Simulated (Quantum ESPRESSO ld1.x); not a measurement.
Task: The mean radii <r> (bohr) of the occupied orbitals of an atom or ion are listed with their occupations. All-electron calculation, non-relativistic Kohn-Sham, LDA (Slater exchange, Perdew-Zunger correlation), spin-polarised, spherical densities, point nucleus. Program: ld1.x of Quantum ESPRESSO 7.5.

orbital  occ.     <r>
1s          2  0.1120
2s          2  0.5716
2p          6  0.5375
3s          2   1.950

Name the element and its charge. Open shells, if any, are filled with parallel spins first.

Result: Z = 14, silicon, charge +2: Si2+ in [Ne] 3s2. The 1s radius gives Z: for a bare nucleus <r> = 1.5/Z, 0.1071 bohr for Z = 14, and screening makes it slightly larger (0.1120 here). The occupations add up to 12, and the charge is Z minus that.
